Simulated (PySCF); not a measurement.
C5H5F, SMILES C=C(F)C#CC.

Coordinates come from a B3LYP-D3(BJ)/def2-SVP optimisation.

All values below come from SMD-ωB97X/def2-SVP (PySCF).

Solvation free energies are E(SMD) − E(gas) at the gas-phase geometry, for 1 M in both phases. In vacuum the dipole moment is 2.27 D.

Computed solvation free energies in water, ethylethanoate, ethanol:
| solvent | ΔG(solv) (kcal/mol) | its non-electrostatic (CDS) part | dipole (D) |
|---|---|---|---|
| water | 0.2 | 4.8 | 2.87 |
| ethylethanoate | -3.7 | -0.2 | 2.74 |
| ethanol | -3.4 | 1.0 | 2.85 |
